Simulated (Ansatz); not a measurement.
Reaction (atomization): `CB(Cl)[SeH]` → B• + C• + Cl• + 4 H• + Se•

Program: Ansatz. Geometries: PBE0-D4/def2-TZVP. ΔE: electronic, gas phase. CCSD(T)/CBS adds triple-zeta CCSD(T) − MP2 to the extrapolated MP2 energy (def2 sets, frozen cores). This one scheme is used for every species, atoms too. Functionals use def2-TZVPP. B3LYP here is the variant with VWN-RPA as its local correlation; programs differ in this. No spin–orbit coupling; open shells (•) take unrestricted orbitals. Spin–orbit coupling would lower the free atoms: a little for B, C, Cl; clearly for Se. Bonds to Se are less sure, by a few kJ/mol each and by 10 to 20 or more in all where they break to atoms, as the def2 sets lack core-valence functions. Scalar relativity is left out up to krypton. Each species was taken in one conformer, which may not be the lowest.

```csv
level,ΔE (kJ/mol),difference from CCSD(T)/CBS
PBE-D4,2889.3,64.4
revPBE-D4,2822.2,-2.7
B97M-V,2854.6,29.7
BHLYP-D4,2757.9,-67.0
CAM-B3LYP-D4,2824.5,-0.4
B2PLYP,2794.3,-30.6
PBE,2870.8,45.9
B3LYP,2791.4,-33.5
CAM-B3LYP,2808.4,-16.5
HF/def2-SVP,2162.3,-662.6
CCSD(T)/def2-SVP,2691.3,-133.6
HF/def2-TZVPP,2126.1,-698.8
SCS-MP2/def2-TZVPP,2778.6,-46.3
CCSD/def2-TZVPP,2712.8,-112.1
SCS-MP2/def2-QZVPP,2821.1,-3.8
MP2/CBS(def2),2876.9,52.0
CCSD(T)/CBS,2824.9,0
```

Largest T1 diagnostic among the species: 0.014.

From r2SCAN to r2SCAN0 (25 % exact exchange), in def2-TZVPP and without D4, ΔE moves by −36.7 kJ/mol: exact exchange takes away binding that semilocal exchange gives to molecules. The D4 term adds +30.4 kJ/mol with B3LYP and +15.7 kJ/mol with PBE0; it sums over pairs of atoms, weighted by their polarisabilities, and B3LYP, whose exchange is more repulsive, gets the larger term.

For atomizations the MP2-based limit and the directly extrapolated one differ by several kJ/mol either way, and by 10 to 25 for some Ge, Se and Sn compounds, so smaller differences from it don't rank the levels.
